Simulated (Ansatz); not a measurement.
Total energies of `Cn1cccc1-c1ccc(-c2ccc(-c3cccn3C)n2C)n1C` from Ansatz at PBE0-D4/def2-TZVP, gas phase (1 Eh = 27.2114 eV = 2625.5 kJ/mol). The reference geometry is relaxed at PBE-D4/def2-SVP.

```csv
state,geometry,energy (Eh)
charge 0 singlet,reference,-993.58611
charge 1 doublet,reference,-993.35919
charge 1 doublet,relaxed at PBE-D4/def2-SVP,-993.37045
charge -1 doublet,reference,-993.55941
charge -1 doublet,relaxed at PBE-D4/def2-SVP,-993.56563
free C atom (triplet),–,-37.80537
free N atom (quartet),–,-54.54382
free H atom (doublet),–,-0.50104
```

Single mean-field runs in def2-TZVP are fitted with def2-universal-jkfit.

Task: Work out the vertical ionisation energy to the doublet.

Result: E(charge 1 doublet) − E(charge 0 singlet) = -993.35919 − (-993.58611) = 0.22692 Eh = 6.17 eV. For comparison, −ε of the highest occupied level is 4.97 eV at this level, 1.20 eV less.

Task: Work out the vertical electron affinity, to the doublet.

Result: E(charge 0 singlet) − E(charge -1 doublet) = -993.58611 − (-993.55941) = -0.02670 Eh = -0.73 eV; negative, so the extra electron isn't bound. The basis lacks diffuse functions, which makes affinities too small.

Task: Give the fundamental gap IE − EA, the Mulliken electronegativity (IE + EA)/2 and the hardness (IE − EA)/2.

Result: From the values in Eh: IE − EA = 0.22692 − (-0.02670) = 0.25362 Eh = 6.90 eV; (IE + EA)/2 = 2.72 eV; (IE − EA)/2 = 3.45 eV. The HOMO–LUMO gap of the same run is 4.62 eV, 2.28 eV smaller than the fundamental gap.

Task: How much does the charge 1 doublet relax, and what is the adiabatic ionisation energy?

Result: Relaxation: -993.35919 − (-993.37045) = 0.01126 Eh = 0.31 eV. Adiabatic ionisation energy: 0.21566 Eh = 5.87 eV, without zero-point energy. 

Task: How much does the charge -1 doublet relax, and what is the adiabatic electron affinity?

Result: Relaxation: -993.55941 − (-993.56563) = 0.00622 Eh = 0.17 eV. Adiabatic electron affinity: -0.02048 Eh = -0.56 eV, without zero-point energy. 

Task: What is the binding energy per atom against free atoms?

Result: Atoms: 20 × (-37.80537) + 4 × (-54.54382) + 22 × (-0.50104) = -985.30556 Eh. Binding: -985.30556 − (-993.58611) = 8.28055 Eh = 225.33 eV, or 4.90 eV for each of 46 atoms (no zero-point energy, no counterpoise term).

At PBE0-D4/def2-TZVP the highest occupied level of the charge -1 doublet lies above zero (up to 1.89 eV). By energy differences it is unbound by 0.73 eV (vertical, to the charge 0 singlet, at PBE0-D4/def2-TZVP) and held by the finite basis. At PBE0-D4/def2-TZVP the highest occupied level of the relaxed charge -1 doublet lies above zero (up to 1.28 eV). By energy differences, losing it releases 0.56 eV (each at its own geometry, to the charge 0 singlet, at PBE0-D4/def2-TZVP).
